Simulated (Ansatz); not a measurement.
Start from `Cl[CH2][GeH]([Cl])[Cl]` and change one atom or group to get `[Cl][GeH2][Cl]`.

Ansatz, PBE0-D4/def2-TZVP geometries, multiplicity 1. Each molecule was computed in one conformer, which needn't be the lowest.

Scalar relativity is left out up to krypton.

| property | `Cl[CH2][GeH]([Cl])[Cl]` |
| --- | --- |
| zero-point energy (PBE0-D4/def2-TZVP) / kJ/mol | 103.2 |
| HOMO energy (ωB97M-V/def2-TZVPP) / eV | -10.60 |
| size of the dipole moment (ωB97M-V/def2-TZVPP) / D | 3.01 |
| LUMO energy (PBE/def2-TZVPP) / eV | -1.64 |
| LUMO energy (B3LYP/def2-TZVPP) / eV | -0.95 |
| HOMO energy (B3LYP/def2-TZVPP) / eV | -8.16 |

Task: Give the same properties after the change, and the shifts. (An estimate is asked.)

Result: The calculation gave: 
| property | `[Cl][GeH2][Cl]` | shift |
| --- | --- | --- |
| zero-point energy (PBE0-D4/def2-TZVP) / kJ/mol | 49.1 | -54.1 |
| HOMO energy (ωB97M-V/def2-TZVPP) / eV | -11.24 | -0.64 |
| size of the dipole moment (ωB97M-V/def2-TZVPP) / D | 1.96 | -1.05 |
| LUMO energy (PBE/def2-TZVPP) / eV | -1.67 | -0.03 |
| LUMO energy (B3LYP/def2-TZVPP) / eV | -1.01 | -0.06 |
| HOMO energy (B3LYP/def2-TZVPP) / eV | -8.76 | -0.60 |

The zero-point energy changes by -54.1 kJ/mol with -9 modes. Dipoles are sizes alone; their direction can turn.

B3LYP here is the variant with VWN-RPA as its local correlation; programs differ in this.
